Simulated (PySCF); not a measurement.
**Static response to an electric field**

C6H10OS.
SMILES with atom numbers: `[CH3:1][C:2](=[S:3])[C@H:4]1[CH2:5][CH2:6][O:7][CH2:8]1` (hydrogens: H9, H10, H11 on C1; H12 on C4; H13, H14 on C5; H15, H16 on C6; H17, H18 on C8)

Geometry (GFN2-xTB, Å), atoms numbered from 1 in this order:
```xyz
18
C6H10OS angstrom
C      1.423    1.326   -0.409
C      1.497    0.206    0.564
S      2.883   -0.178    1.324
C      0.269   -0.619    0.790
C     -1.021    0.200    0.991
C     -1.787    0.040   -0.339
O     -0.894   -0.562   -1.253
C     -0.064   -1.407   -0.503
H      0.967    2.199    0.062
H      2.419    1.608   -0.741
H      0.802    1.050   -1.261
H      0.454   -1.304    1.618
H     -0.802    1.244    1.205
H     -1.600   -0.200    1.822
H     -2.667   -0.603   -0.198
H     -2.109    0.988   -0.771
H     -0.590   -2.334   -0.235
H      0.812   -1.650   -1.104
```

Level: CAM-B3LYP/def2-SVPD (PySCF), static field, nuclei fixed, core orbitals frozen in the response. The polarisability tensor in these axes (au):

```
x   113.87  -1.03  13.10
y    -1.03  84.65  -4.61
z    13.10  -4.61  84.39
```

Question: Diagonalise the tensor; give its mean and Δα, where Δα² is half the sum of the squared differences of the eigenvalues.

Answer: Principal values 77.27, 86.60 and 119.05 au; mean 94.31 au = 13.97 Å³ = 15.55 × 10⁻⁴⁰ C²·m²/J; Δα = 37.99 au (40 % of the mean).

Question: What is the dipole moment, and where does it point?

Answer: (-2.89, 0.48, 0.03) D, 2.93 D in size, pointing from the negative to the positive side. Measured along this direction, the outermost atoms are S3 at the negative end and H15 at the positive end.

Question: Find the Langevin capture rate constant for H3+ (3.023 u) meeting this molecule (130.045 u), k = 2.342 × 10⁻⁹ cm³/s × √(α in Å³ / reduced mass in u).

Answer: The reduced mass is 2.95 u, so k = 5.09 × 10⁻⁹ cm³/s. The formula leaves out the permanent dipole, which adds to the capture rate.

Question: Directions of the eigenvectors, and the extent of the frame along each?

Answer: Largest value along (0.93, -0.08, 0.36), where the nuclei span 5.67 Å; middle along (0.24, 0.87, -0.42), 4.37 Å; least along (-0.28, 0.48, 0.83), 3.81 Å. The response follows the extents in order.

Question: Traceless (Buckingham) quadrupole moment about the centre of nuclear charge: eigenvalues?

Answer: -12.97, 5.50, 7.47 D·Å. The values depend on the origin, since the dipole doesn't vanish. The electronic extent ⟨r²⟩ about the same centre is 1217 bohr², a root-mean-square distance of 2.21 Å for the 70 electrons.

The structure is a single GFN2-xTB conformer in the gas phase; no vibrational or solvent corrections.
